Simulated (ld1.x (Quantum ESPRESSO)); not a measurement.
Scattering properties, TM potential for Si

```json
{
  "Element": "silicon",
  "Generator": "ld1.x (Quantum ESPRESSO) 7.5",
  "Type": "norm-conserving Troullier–Martins (Kleinman–Bylander form)",
  "Functional": "PBE",
  "Relativity": "scalar-relativistic",
  "Frozen core": "[Ne]",
  "Valence charge": "4",
  "Reference configuration": "3s2 3p1.75 (charge +0.25)",
  "Partial waves": "3s (bound): rc 1.70 bohr; 3p (bound): rc 2.30 bohr",
  "Local potential": "the p channel",
  "Core correction": "none"
}
```

The phase is arctan(r·u′/u) with u = r·R(r), unwrapped; energies in Ry, scanned from -3 to 5 Ry. A pole is an energy at which the radial function vanishes at the test radius. The pseudo phase is shifted by a multiple of π to meet the all-electron one at the reference energy, and phase errors are pseudo minus all-electron; the curves can meet again beyond the range given. Levels narrower than the energy grid can be missing from the lists of poles.

Task: For each channel, where are the poles, and over which energies does the pseudopotential scatter like the atom?

Result:

```csv
channel,radius (bohr),reference energy (Ry),"poles, all-electron","poles, pseudo",unbroken range about the reference energy with phases within 0.05 rad,phase error 1 Ry above the reference energy (rad)
s,2.50,-0.93,0.18,0.18,below 2.7,-0.001
p,2.50,-0.43,1.07,1.04,below 3.0,-0.003
```

Phases in the s channel:

```tsv
E (Ry)	all-electron	pseudo
-3.00	1.255	1.255
-2.76	1.227	1.226
-2.52	1.190	1.189
-2.28	1.138	1.138
-2.04	1.062	1.062
-1.80	0.938	0.937
-1.56	0.707	0.706
-1.32	0.225	0.224
-1.08	-0.523	-0.523
-0.84	-1.035	-1.035
-0.60	-1.282	-1.283
-0.36	-1.416	-1.416
-0.12	-1.499	-1.500
0.12	-1.558	-1.558
0.36	-1.603	-1.604
0.60	-1.641	-1.643
0.84	-1.675	-1.677
1.08	-1.707	-1.710
1.32	-1.740	-1.744
1.56	-1.775	-1.781
1.80	-1.815	-1.823
2.04	-1.862	-1.874
2.28	-1.921	-1.939
2.52	-2.001	-2.030
2.76	-2.116	-2.167
3.00	-2.295	-2.391
3.24	-2.592	-2.773
3.48	-3.057	-3.318
3.72	-3.574	-3.799
3.96	-3.945	-4.095
4.20	-4.167	-4.268
4.44	-4.304	-4.377
4.68	-4.395	-4.452
4.92	-4.459	-4.506
```
